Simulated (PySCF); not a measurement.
Computed shifts of a molecule C₃H₆OSi, PySCF with PBE/pcSseg-1, GIAO, gas phase, atoms alike by connectivity averaged where their shifts nearly agree, in ppm (number of nuclei): ¹³C: 226.5 (1), 144.0 (1), 132.7 (1). ²⁹Si: -95.0 (1). ¹H: 7.20 (1), 6.64 (1), 5.80 (1), 4.35 (3). References: ¹³C against TMS (σ = 182.0 ppm); ¹⁷O against H2O (σ = 334.3 ppm); ²⁹Si against TMS (σ = 335.4 ppm); ¹H against TMS (σ = 31.49 ppm), references at their B3LYP-D3(BJ)/def2-TZVP geometries, non-relativistic. Geometry optimised at ωB97X-D3(BJ)/def2-SVP. The values are those of a single conformer.

### Question
Which structure fits?
(A) C=CC(=O)[SiH3]
(B) C=C[SiH2]C=O
(C) C=C1C[SiH2]O1
(D) C#C[SiH2]OC

### Answer
A, C=CC(=O)[SiH3]
